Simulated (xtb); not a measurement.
Input for xtb: GFN1-xTB on FeSb, 2S+1 = 6, a spin state set in the input, which need not be the lowest, a point of a bond scan (R = 2.378 Å).

```
$ xtb mol.xyz --gfn 1 --sp --chrg 0 --uhf 5
2

Fe     0.00000000     0.00000000     0.00000000
Sb     0.00000000     0.00000000     2.37799200
```

The head of its log:

```
[...]
           -------------------------------------------------
          |                Calculation Setup                |
           -------------------------------------------------



           -------------------------------------------------
          |                 G F N 1 - x T B                 |
           -------------------------------------------------

        Reference                      10.1021/acs.jctc.7b00118
      * Hamiltonian:
        H0-scaling (s, p, d)           1.850000    2.250000    2.000000
        zeta-weighting                 0.000000
      * Dispersion:
        s8                             2.400000
        a1                             0.630000
        a2                             5.000000
        s9                             0.000000
      * Repulsion:
        kExp                           1.500000
        rExp                           1.000000
      * Coulomb:
        alpha                          2.000000
        third order                    atomic
        anisotropic                    false
      * Halogen bond correction:
        rad-scale                      1.300000
        damping                        0.440000


          ...................................................
          :                      SETUP                      :
          :.................................................:
          :  # basis functions                  20          :
          :  # atomic orbitals                  18          :
          :  # shells                            6          :
          :  # electrons                        13          :
          :  # halogen bonds                     0          :
          :  max. iterations                   250          :
          :  Hamiltonian                  GFN1-xTB          :
          :  restarted?                      false          :
          :  GBSA solvation                  false          :
          :  PC potential                    false          :
          :  electronic temp.          300.0000000     K    :
          :  accuracy                    1.0000000          :
          :  -> integral cutoff          0.2500000E+02      :
          :  -> integral neglect         0.1000000E-07      :
          :  -> SCF convergence          0.1000000E-05 Eh   :
          :  -> wf. convergence          0.2000000E-04 e    :
          :  Broyden damping             0.4000000          :
          :  net charge                          0          :
          :  unpaired electrons                  5          :
          ...................................................

 iter      E             dE          RMSdq      gap      omega  full diag
   1     -2.7276145 -0.272761E+01  0.267E+01    1.51       0.0  T
   2     49.6758858  0.524035E+02  0.677E+01   13.88       1.0  T
```

Give the final energy of this run.

-5.2863 hartree.
